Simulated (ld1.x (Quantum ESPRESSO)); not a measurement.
Reading a pseudo-wave (oxygen)

Columns: radius, all-electron u(r) and pseudo u(r) of the 2s shell (level -39.54 eV) of oxygen in the configuration [He] 2s2 2p3; Wu–Cohen, scalar-relativistic, TM scheme, ld1.x (Quantum ESPRESSO) 7.5.

| r (bohr) | all-electron | pseudo |
| --- | --- | --- |
| 0.082 | 0.4292 | -0.1024 |
| 0.165 | 0.3536 | -0.2014 |
| 0.248 | 0.0972 | -0.2948 |
| 0.330 | -0.1883 | -0.3912 |
| 0.413 | -0.4479 | -0.5122 |
| 0.495 | -0.6537 | -0.6610 |
| 0.578 | -0.8068 | -0.8068 |
| 0.660 | -0.9077 | -0.9077 |
| 0.742 | -0.9659 | -0.9659 |
| 0.825 | -0.9899 | -0.9899 |
| 0.908 | -0.9867 | -0.9867 |
| 0.990 | -0.9639 | -0.9639 |
| 1.072 | -0.9272 | -0.9272 |
| 1.155 | -0.8805 | -0.8805 |
| 1.238 | -0.8277 | -0.8277 |
| 1.320 | -0.7724 | -0.7724 |
| 1.402 | -0.7160 | -0.7160 |
| 1.485 | -0.6592 | -0.6592 |
| 1.568 | -0.6038 | -0.6038 |
| 1.650 | -0.5513 | -0.5513 |
| 1.733 | -0.5009 | -0.5009 |
| 1.815 | -0.4540 | -0.4540 |
| 1.898 | -0.4099 | -0.4099 |
| 1.980 | -0.3696 | -0.3696 |
| 2.062 | -0.3325 | -0.3325 |
| 2.145 | -0.2982 | -0.2982 |

Problem. How many radial nodes do the two functions have?

Solution. The all-electron 2s function has n − l − 1 = 1; the pseudo-wave has 0, since the states of the same l below it are removed with the core.

Problem. At about which radius was the pseudo-wave matched?

Solution. 0.60 bohr, where the columns begin to agree (steps of 0.08 bohr).

Problem. Is the pseudo-wave norm-conserving?

Solution. Yes: the TM scheme keeps the norm inside the radius equal to the all-electron one, which fixes the energy derivative of the logarithmic derivative at the level.
